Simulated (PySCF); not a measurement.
Compound: C4H8N2SSi.
SMILES with atom numbers: `[H]/[N:4]=[C:3](/[C:2]#[N:1])[CH2:5][CH2:6][S:7][SiH3:8]` (hydrogens: H9 on N4; H10, H11 on C5; H12, H13 on C6; H14, H15, H16 on Si8)

The calculation used TDDFT PBE0/def2-SVPD, vertical, gas phase, core orbitals frozen in the response (PySCF). Isolated species at its GFN2-xTB geometry (one conformer only). Torsions of this conformer, `[H]/[N:4]=[C:3](/[C:2]#[N:1])[CH2:5][CH2:6][S:7][SiH3:8]`: C2–C3–C5–C6 -56°, C3–C5–C6–S7 -177°, C5–C6–S7–Si8 -178°.

Task: What does the calculation give for the low-lying excited states?

Result: 

```tsv
state	E (eV)	E (kJ/mol)	λ (nm)	f	main configurations (H = HOMO, L = LUMO)
S1	4.25	410	291.5	0.0020	H→L (99%)
S2	4.52	436	274.6	0.0012	H-1→L (97%)
S3	5.60	540	221.6	0.0097	H→L+1 (92%)
S4	5.96	575	207.9	0.0023	H→L+2 (85%)
S5	6.02	581	206.0	0.0020	H-2→L (92%)
S6	6.30	608	196.8	0.0005	H-4→L (47%), H-5→L (40%)
S7	6.48	625	191.4	0.0024	H→L+3 (78%), H→L+4 (15%)
S8	6.75	651	183.8	0.0021	H→L+5 (74%), H→L+6 (13%)
```

Triplets (Tamm–Dancoff): T1 3.70 eV, H-1→L (94%); T2 4.16 eV, H→L (82%), H-3→L (13%); T3 4.31 eV, H-3→L (75%), H→L (14%).

The lowest singlet comes at 291 nm (410 kJ/mol) in the ultraviolet; it is very weak; its leading configuration is HOMO→LUMO (99%). The strongest level in the table is S3 at 5.60 eV (222 nm, f = 0.0097). Löwdin shares by element: HOMO sulfur 71%, carbon 10% or more, silicon 9%; LUMO nitrogen 49%, carbon 38% or more. The oscillator strengths of these states sum to 0.022; summed over the whole spectrum of an exact calculation they would give the number of electrons, 76 (Thomas–Reiche–Kuhn). Weighted by f, the mean energy of these states is 5.72 eV. The listed states span 2.49 eV, and the widest gap between neighbours is 1.08 eV (S2 to S3). Only the lowest 8 singlets were computed, as vertical energies without vibronic structure.

Hardware: Arm Neoverse V1, one thread, on a shared host. Cost: 60 s of wall time, 0.96 GiB resident at most.
